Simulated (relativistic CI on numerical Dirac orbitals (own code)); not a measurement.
## Level scheme of Sn XIII

Calculated at this level of theory: Dirac-Coulomb-Breit CI, orbitals from a KLI potential per configuration, model QED (radiative potential, 1s self-energy scaled to tabulated hydrogen-like ionisation energies), unscaled Slater integrals (own radial code, finite nucleus).

Configuration list (outside the closed core [Ar] 3d10): 4s2.4p6.4d2, 4s2.4p5.4d3, 4s2.4p6.4d.4f, 4s2.4p6.4d.5s, 4s.4p6.4d3, 4s2.4p5.4d2.4f, 4s2.4p6.4d.5p, 4s2.4p6.4f.5s, 4s.4p6.4d2.4f, 4s2.4p6.4d.5d, 4s2.4p6.5s.5p, 4s2.4p6.4f2, 4s2.4p5.4f3, 4s2.4p6.5s2, 4s2.4p5.4f.5s2, 4s2.4p6.4f.5p, 4s2.4p5.4f2.5p. Double excitations out of closed p, d and f shells are left out; levels of such configurations are missing from the list, as are those of other unlisted configurations, and high levels can miss mixing partners. These lack a partner that the ground configuration has and come out too high: 4s.4p6.4d2.4f.

The lowest level is 4s2.4p6.4d2 3F_2, with 92 % of that term; Hund's rules for 4s2.4p6.4d2 give 3F with J = 2, in agreement.

```
No.  Configuration  Term  J  E (cm⁻¹)   %   Next component (%)  Lifetime (s)
  1    4s2.4p6.4d2    3F  2         0  92                 6 1D              
  2    4s2.4p6.4d2    3F  3      9461  99  1 4s2.4p5.4d2.4f 3F      4.93e-02
  3    4s2.4p6.4d2    3F  4     18276  94                 5 1G      7.59e-02
  4    4s2.4p6.4d2    3P  0     24715  95                 3 1S      2.97e+00
  5    4s2.4p6.4d2    1D  2     26717  49                44 3P      3.00e-02
  6    4s2.4p6.4d2    3P  1     29428  98  1 4s2.4p5.4d2.4f 3P      2.59e-01
  7    4s2.4p6.4d2    3P  2     40821  54                43 1D      1.52e-02
  8    4s2.4p6.4d2    1G  4     41482  94                 5 3F      1.94e-02
  9    4s2.4p6.4d2    1S  0     93566  96                 3 3P      1.86e-03
 10    4p5.4d3(4F)   5D°  2    532062  51               38 5F°      1.02e-08
 11    4p5.4d3(4F)   5D°  3    533347  46               44 5F°      4.21e-08
 12    4p5.4d3(4F)   5D°  1    533686  69               24 5F°      5.47e-09
 13    4p5.4d3(4P)   5S°  2    535536  87                7 5P°      5.56e-08
 14    4p5.4d3(4F)   5D°  0    536446  97                3 3P°      1.15e-08
 15    4p5.4d3(4F)   5F°  4    537180  45               42 5D°      2.10e-07
 16    4p5.4d3(4F)   5F°  5    546563  57               40 5G°      1.07e-07
 17    4p5.4d3(4F)   5D°  2    550651  32               24 3F°      2.58e-09
 18    4p5.4d3(4P)   5D°  4    550727  44               24 5G°      2.87e-09
 19    4p5.4d3(4F)   5F°  1    551114  47               26 5D°      9.38e-10
 20    4p5.4d3(4P)   5D°  3    551474  35               19 5G°      2.14e-09
 21    4p5.4d3(4F)   5G°  6    556459  91                8 3H°      2.72e-02
 22    4p5.4d3(2H)   3G°  3    563059  68               11 3F°      8.19e-10
 23    4p5.4d3(2G)   3F°  2    565674  30               30 3P°      2.16e-09
 24    4p5.4d3(2H)   3G°  4    566388  60               11 5G°      5.27e-09
 25    4p5.4d3(4F)   5G°  5    568095  34               31 5F°      4.47e-08
 26    4p5.4d3(2G)   3F°  2    570007  30               26 3P°      7.00e-10
 27    4p5.4d3(2G)   3F°  3    573779  36               24 3D°      2.57e-09
 28    4p5.4d3(2P)   3P°  1    574396  57               17 3D°      7.15e-10
 29    4p5.4d3(2G)   1G°  4    575532  31               27 3F°      3.46e-09
 30    4p5.4d3(2F)   3G°  5    578017  56               20 3H°      2.49e-09
```

Energies count from the lowest computed level; ° marks odd parity; lifetimes are radiative, by E1, M1, E2, M2, E3 decay to levels of this space only. Percentages are summed over parent terms; the parents shown are those of the largest component, closed shells are left out there.

The mean weight of the leading LS term, summed over parents, in these 30 levels is 63 %, and that of the leading jj configuration (from the same eigenvectors) 60 %.

At this charge energies of transitions that change n are usually good to better than 1 %, and those within a shell (Δn = 0) to a few per cent. Terms inside the open d or f shell come out 10 to 20 % too wide with unscaled integrals.

Landé's interval rule says that E(J) − E(J−1) = AJ with one A. For the ground term the intervals give A = 3153.6, 2203.9 cm⁻¹ for J = 3, 4; the multiplet is regular.

LS names give the leading component of a level, which can be under half, so a name can repeat, a term be missing and a line seem to break the LS rules.
